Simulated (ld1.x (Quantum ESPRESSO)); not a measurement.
Which change was made? (Xe, TM)

ld1.x (Quantum ESPRESSO) 7.5 input, shortened:

```
&input
   title='Xe', zed=54., rel=1, dft='PBESOL', iswitch=3,
   config='[Xe] 5d-2'
 /
 &inputp
   pseudotype=2, tm=.true., lloc=0,
   nlcc=.false.
 /
3
5P  2  1   6.00   0.00  1.85  1.85  0.0
5D  3  2  -2.00   0.25  1.55  1.55  0.0
5S  1  0   2.00   0.00  1.70  1.70  0.0
 &test
   configts(1)='5s2 5p6'
 /
```

Cutoffs, loose and tight: the cutoffs (Ry, on a coarse ladder) from which the occupation-weighted sum of valence levels, in a spherical-Bessel basis at the reference potential, stays within 10 and 1 mRy of its value at 400 Ry. They do not see the model core or the augmentation charge, which bear on the density cutoff. Test errors are all-electron minus pseudo excitation energies from the reference, over the configurations 5s2 5p5; 5s2 5p4; 5s2 5p3; 5s2 5p5.5; 5s2 5p2; 5s1 5p6; variants that change the core or the reference have their own tests.

The base gives: outcome: generated; cutoff, loose: 35 Ry; cutoff, tight: 60 Ry; bound ghosts: d; largest test error (meV): -31.

**Question.** After one change the result is: outcome: generated; cutoff, loose: 120 Ry; cutoff, tight: 230 Ry; bound ghosts: p; largest test error (meV): -30. Which change was it?
A. all radii scaled by about 1.40 (s 2.38, p 2.60, d 2.18 bohr)
B. all radii scaled by about 0.76 (s 1.30, p 1.42, d 1.18 bohr)
C. all radii scaled by about 1.24 (s 2.10, p 2.28, d 1.92 bohr)
D. all radii scaled by about 1.11 (s 1.88, p 2.06, d 1.72 bohr)

**Answer.** B. The others give: all radii scaled by about 1.40 (s 2.38, p 2.60, d 2.18 bohr) → outcome: generated; cutoff, loose: 21 Ry; cutoff, tight: 35 Ry; bound ghosts: none; largest test error (meV): -8.6 | all radii scaled by about 1.24 (s 2.10, p 2.28, d 1.92 bohr) → outcome: generated; cutoff, loose: 30 Ry; cutoff, tight: 50 Ry; bound ghosts: none; largest test error (meV): -15 | all radii scaled by about 1.11 (s 1.88, p 2.06, d 1.72 bohr) → outcome: generated; cutoff, loose: 35 Ry; cutoff, tight: 60 Ry; bound ghosts: d; largest test error (meV): -21.
